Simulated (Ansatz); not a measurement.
A structure relaxed at PBE0-D4/def2-TZVP, charge 0, multiplicity 2:

```xyz
5

O    -0.190   -1.409    0.222
Sn    0.091    0.277   -0.737
F     1.485    1.103    0.308
Br   -1.965    1.667   -0.549
H     0.579   -1.638    0.756
```

Problem. Give its formula and SMILES.

Solution. BrFHOSn, `[OH][Sn]([F])[Br]`.

Problem. Summarise the bond lengths by kind.

Solution. 1 × O–Sn 1.960 Å; 1 × H–O 0.964 Å; 1 × F–Sn 1.928 Å; 1 × Br–Sn 2.489 Å.

Results of the Gaussian-basis code of Ansatz.
